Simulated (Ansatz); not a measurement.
trans-PdH2(NH3)2 (PdN2H8): single points at one geometry.

```yaml
crystal:
  periodic: [false, false, false]
  atoms:
    - {symbol: Pd, position_ang: [-0.000805, -0.000164, 0.009104]}
    - {symbol: H, position_ang: [1.074633, 0.009435, 1.269790]}
    - {symbol: N, position_ang: [0.048205, 2.222020, -0.263561]}
    - {symbol: H, position_ang: [-0.668703, 2.615855, -0.874734]}
    - {symbol: H, position_ang: [0.944649, 2.631048, -0.531604]}
    - {symbol: H, position_ang: [-0.156221, 2.546490, 0.682074]}
    - {symbol: H, position_ang: [-1.530136, -0.007815, 0.647235]}
    - {symbol: N, position_ang: [0.074806, -2.223067, -0.252531]}
    - {symbol: H, position_ang: [-0.596434, -2.631120, -0.905340]}
    - {symbol: H, position_ang: [-0.183109, -2.544626, 0.681115]}
    - {symbol: H, position_ang: [0.993126, -2.618047, -0.461557]}
basis:
  gaussian: {orbitals: def2-TZVP, initial_orbitals: start.molden}
magnetization: {spin_polarized: true, initial_magnetization: 2}
hamiltonian: {xc: {name: LC-wPBE, parameters: {omega: 0.15/bohr}}}
scf: {omitted_lower_state_checks: [starts]}
output: {orbitals: {seedname: orbitals}}
```

The file start.molden holds the orbitals of an earlier run on this structure, at another level or in another basis.

```sh
$ ansatz run in.yaml --threads 4 --pin off --events-out ev --progress --plain --max-ram 3916MiB
```

Shortened log:

```
Functional definition: LC-wPBE
  name "LC-wPBE"
  cite "Vydrov & Scuseria, J. Chem. Phys. 125, 234109 (2006) doi:10.1063/1.2409292"
  cite "Heyd & Scuseria, J. Chem. Phys. 120, 7274 (2004) doi:10.1063/1.1668634"
  cite "Ernzerhof & Perdew, J. Chem. Phys. 109, 3313 (1998) doi:10.1063/1.476928"
  cite "Perdew, Burke & Ernzerhof, Phys. Rev. Lett. 77, 3865 (1996) doi:10.1103/PhysRevLett.77.3865"
  parent pbe
  parameter omega = 0.4/bohr
  exchange = pbe_x_sr(omega) + exact_x_lr(omega)
  correlation = pbe_c
  with omega = 0.15/bohr from the input
these checks for a lower state are left out or cut short: starts
1021 factors; their error is unknown
160 factors; integrals over basis functions are off by at most 3.5e-6 eV
mean field evaluation 1: about -6588.8919 eV, gradient 5.5e0 eV
mean field evaluation 2: about -6588.9891 eV, gradient 1.3e-1 eV
mean field evaluation 4: about -6588.9623 eV, gradient 1.8e-3 eV
mean field -6588.96225497 eV, -242.1398967113 hartree, gradient 4.7e-5 eV, S^2 2.002662; 0 other end points of the search recorded, 0 dependent functions left out
reference -6588.96225509 eV, -242.1398967157 hartree; 21, 19 occupied and 129, 131 virtual orbitals, 1021 factors
Total energy: -6588.96225509 eV, -242.1398967157 hartree
Checks for a lower state left out: starts
```

Hardware: 4 threads of Arm Neoverse V1 on a shared host. Wall time 3.2 s.

First input, but with `hamiltonian: {xc: pbe}`, `correlation: {method: rpa}` and without the key `output` (abridged; 5 s):

```
Functional definition: PBE
mean field -6587.86521613 eV, -242.0995812774 hartree, gradient 3.9e-6 eV, S^2 2.002001
2 core orbitals not correlated: weight in the atoms' cores, before any rotation towards them, 1.000 or more for the frozen orbitals, at most 0.000 for the correlated occupied ones
Total energy: -6584.58791459 eV, -241.9791426671 hartree
Checks for a lower state left out: starts
```

As the first input, with `hamiltonian: {xc: {name: LC-wPBE, parameters: {omega: 0.2/bohr}}}` (abridged; 3.1 s):

```
Functional definition: LC-wPBE
mean field -6589.28819740 eV, -242.1518748746 hartree, gradient 4.3e-5 eV, S^2 2.003490
Total energy: -6589.28819746 eV, -242.1518748769 hartree
Checks for a lower state left out: starts
```

First input, but with `hamiltonian: {xc: {name: r2SCANh}, dispersion: d4}` (abridged; 6.5 s):

```
Functional definition: r2SCANh
mean field -6589.99245991 eV, -242.1777560445 hartree, gradient 1.4e-5 eV, S^2 2.005707
Total energy: -6590.03844927 eV, -242.1794461223 hartree
Checks for a lower state left out: starts
```

As the first input, with `hamiltonian: {xc: {name: wB97X-V}}` (abridged; 10 s):

```
Functional definition: wB97X-V
mean field -6588.94325538 eV, -242.1391984891 hartree, gradient 1.4e-5 eV, S^2 2.005195
Total energy: -6588.94325623 eV, -242.1391985203 hartree
Checks for a lower state left out: starts
```

First input, but with `hamiltonian: {xc: {name: LC-wPBE, parameters: {omega: 0.1/bohr}}}` (abridged; 4.3 s):

```
Functional definition: LC-wPBE
mean field -6588.64958301 eV, -242.1284062284 hartree, gradient 4.5e-5 eV, S^2 2.002195
Total energy: -6588.64958331 eV, -242.1284062397 hartree
Checks for a lower state left out: starts
```

First input, but with `hamiltonian: {xc: {name: LC-wPBE, parameters: {omega: 0.3/bohr}}}` (abridged; 3.9 s):

```
Functional definition: LC-wPBE
mean field -6589.80888018 eV, -242.1710096138 hartree, gradient 5.3e-5 eV, S^2 2.005684
Total energy: -6589.80888021 eV, -242.1710096148 hartree
Checks for a lower state left out: starts
```

Geometry: r2SCAN-D4/def2-SVP.

In the def2 sets Pd takes a core potential; there is no spin–orbit coupling. Correlated methods freeze 2 core orbitals; core or outer-core shells of Pd are correlated, in sets that lack core-valence functions. The name describes the singlet; other states may take another shape. At PBE0-D4/def2-TZVP a singlet of charge 0 lies 1.54 eV below the triplet, each at its own geometry.
